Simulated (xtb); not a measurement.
H2O5Ru, SMILES [OH][Ru](=[O])(=[O])([OH])=[O], multiplicity 1. All values are semi-empirical tight-binding results from xtb (GFN2-xTB unless named), good for trends rather than for accurate numbers. The structure is a stationary point at GFN2-xTB. The spin state was assumed, not searched. The values are those of a single conformer.

Optimised geometry:

Bonds (Å): Ru1–O2 1.594, Ru1–O3 1.622, Ru1–O4 1.623, Ru1–O5 1.922, Ru1–O7 1.922, O5–H6 0.970, O7–H8 0.970. Bond angles (°): O2–Ru1–O3 140.6, O2–Ru1–O4 111.5, O2–Ru1–O5 86.1, O2–Ru1–O7 86.1, O3–Ru1–O4 107.9, O3–Ru1–O5 87.5, O3–Ru1–O7 87.5, O4–Ru1–O5 99.5, O4–Ru1–O7 99.5, O5–Ru1–O7 161.0, Ru1–O5–H6 118.7, Ru1–O7–H8 118.7.
Charge 0, spin multiplicity 1.

For metal compounds this method's bond lengths and energies can be far off.

The point group as xtb finds it is Cs and the orbital gap is 1.82 eV. The zero-point energy comes out as 20.9 kcal/mol and the G − E(el) at 298.15 K (modified RRHO) is 0.9 kcal/mol.

### Question
Give the atomic charges and the Wiberg bond orders between heavy atoms. (The exact figures need the calculation; the answer reports its results.)

### Answer
charges (e) Ru1 0.75, O2 -0.21, O3 -0.31, O4 -0.19, O5 -0.39, H6 0.37, O7 -0.39, H8 0.37. Bond orders Ru1–O2 1.94, Ru1–O3 1.85, O2–O3 0.36, Ru1–O4 1.95, Ru1–O5 1.06, Ru1–O7 1.06.
